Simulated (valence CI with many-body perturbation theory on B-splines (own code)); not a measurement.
**Energy levels of Os²⁵⁺**

Computed by configuration interaction combined with many-body perturbation theory (CI+MBPT): five valence electrons over a frozen Dirac-Fock core [Kr] 4d10, a basis of 7 s, 7 p, 7 d, 7 f, 4 g, 2 h functions for each j, with the one-electron correlation potential Σ1 (screened to all orders), the two-electron term Σ2, the three-electron term Σ3, Breit, model QED; selected single and double excitations, second order for the rest, scaled by the run's own slope (own B-spline code, finite nucleus).

No measured spectrum was set against this ion. As an estimate, terms of the open shell hold to a few per cent of their energy, and close levels can change places. Among the levels kept, up to 990 cm⁻¹ of a level comes from second order outside the variational space, and about a tenth of that is noise between levels of different J, which matters for small intervals. Only levels of the ground parity were solved; by the run's estimate the other parity begins above the list, which can be wrong where configurations are misplaced.

Levels 136 to 180 of 194, with energies above the lowest level, 4f5 6H°_5/2. "Leading %" is the weight of the configuration and term that name the level; weights of strongly mixed levels are sums over their largest components and can fall short. In the jj column 3d3/2^4 stands for four electrons in 3d with j = 3/2. Lifetimes count E1, E2, E3, M1 and M2 decay at the calculated energies, and are blank where another channel may lead or the interval is too uncertain; long ones can be off by a factor of two.

```csv
No.,Configuration,Term,J,E (cm⁻¹),Leading %,Leading jj,Lifetime,g
136,4f5,4D°,5/2,189380,48,4f5/2 4f7/2^4 (42 %),732 μs,1.216
137,4f5,2M°,19/2,190940,99,4f5/2^2 4f7/2^3 (92 %),2.01 ms,1.049
138,4f5,4I°,9/2,193390,40,4f5/2^3 4f7/2^2 (54 %),842 μs,0.980
139,4f5,4F°,3/2,194450,34,4f5/2^2 4f7/2^3 (60 %),623 μs,0.954
140,4f5,2I°,13/2,194900,69,4f5/2^2 4f7/2^3 (65 %),1.96 ms,1.054
141,4f5,2H°,11/2,195200,41,4f5/2^2 4f7/2^3 (53 %),1.28 ms,1.027
142,4f5,2F°,7/2,195450,35,4f5/2^3 4f7/2^2 (45 %),1.22 ms,1.189
143,4f5,2I°,11/2,197790,47,4f5/2^2 4f7/2^3 (32 %),738 μs,1.004
144,4f5,4D°,5/2,199460,44,4f5/2^2 4f7/2^3 (40 %),600 μs,1.155
145,4f5,2G°,9/2,200190,32,4f5/2^2 4f7/2^3 (41 %),612 μs,1.073
146,4f5,2K°,15/2,200720,53,4f5/2^3 4f7/2^2 (48 %),1.28 ms,1.107
147,4f5,2I°,13/2,200760,37,4f5/2 4f7/2^4 (49 %),738 μs,1.071
148,4f5,4D°,3/2,201620,60,4f5/2^2 4f7/2^3 (48 %),550 μs,1.078
149,4f5,2F°,7/2,204560,30,4f5/2^3 4f7/2^2 (39 %),938 μs,1.120
150,4f5,2D°,5/2,204870,27,4f5/2 4f7/2^4 (34 %),544 μs,1.160
151,4f5,4D°,1/2,205210,86,4f5/2^2 4f7/2^3 (71 %),983 μs,0.100
152,4f5,2G°,9/2,208540,42,4f5/2^3 4f7/2^2 (51 %),1.30 ms,1.062
153,4f5,2K°,13/2,211260,54,4f5/2^2 4f7/2^3 (76 %),1.19 ms,1.004
154,4f5,2I°,11/2,211370,40,4f5/2^2 4f7/2^3 (52 %),,0.985
155,4f5,2P°,3/2,211440,35,4f7/2^5 (40 %),422 μs,1.404
156,4f5,2G°,7/2,212330,56,4f5/2^2 4f7/2^3 (56 %),711 μs,1.027
157,4f5,2H°,11/2,215940,41,4f5/2^2 4f7/2^3 (51 %),,1.075
158,4f5,2F°,5/2,218590,56,4f5/2^2 4f7/2^3 (68 %),830 μs,0.912
159,4f5,2L°,15/2,219460,46,4f5/2^2 4f7/2^3 (84 %),548 μs,1.061
160,4f5,4F°,9/2,221900,43,4f5/2^2 4f7/2^3 (52 %),435 μs,1.128
161,4f5,4G°,7/2,221930,30,4f5/2^2 4f7/2^3 (40 %),506 μs,1.049
162,4f5,2I°,11/2,227200,55,4f5/2^2 4f7/2^3 (55 %),,1.032
163,4f5,4I°,13/2,228270,40,4f5/2 4f7/2^4 (57 %),,1.058
164,4f5,4G°,5/2,228550,40,4f5/2^2 4f7/2^3 (47 %),540 μs,0.933
165,4f5,2G°,7/2,228820,53,4f5/2^2 4f7/2^3 (58 %),511 μs,1.036
166,4f5,2H°,9/2,228990,74,4f5/2^2 4f7/2^3 (71 %),752 μs,0.958
167,4f5,4F°,3/2,232280,68,4f5/2^2 4f7/2^3 (41 %),1.11 ms,0.598
168,4f5,2L°,17/2,235940,78,4f5/2 4f7/2^4 (75 %),391 μs,1.044
169,4f5,2H°,9/2,236420,47,4f5/2 4f7/2^4 (62 %),,1.005
170,4f5,2F°,7/2,238310,31,4f5/2^2 4f7/2^3 (56 %),,1.067
171,4f5,2F°,5/2,239390,62,4f5/2^2 4f7/2^3 (48 %),497 μs,0.940
172,4f5,2I°,13/2,239750,70,4f5/2 4f7/2^4 (66 %),,1.055
173,4f5,2L°,15/2,240910,44,4f5/2 4f7/2^4 (66 %),,1.028
174,4f5,2G°,9/2,243810,41,4f5/2 4f7/2^4 (64 %),,1.154
175,4f5,2H°,11/2,246510,51,4f5/2 4f7/2^4 (50 %),,1.088
176,4f5,2P°,3/2,247780,65,4f5/2 4f7/2^4 (35 %),,1.175
177,4f5,2H°,11/2,250390,39,4f5/2 4f7/2^4 (53 %),,1.090
178,4f5,4G°,5/2,252030,45,4f5/2 4f7/2^4 (50 %),,0.796
179,4f5,4G°,7/2,252970,41,4f5/2 4f7/2^4 (46 %),,1.024
180,4f5,2P°,1/2,256260,91,4f5/2^3 4f7/2^2 (38 %),,0.625
```

Names give the largest LS component (configuration and term), which can be under half, so a name can repeat, a term be missing and a line seem to break the LS rules; names also repeat where a configuration has a term twice.

Where two levels of one J and parity lie close, their mixing, g and order are uncertain.
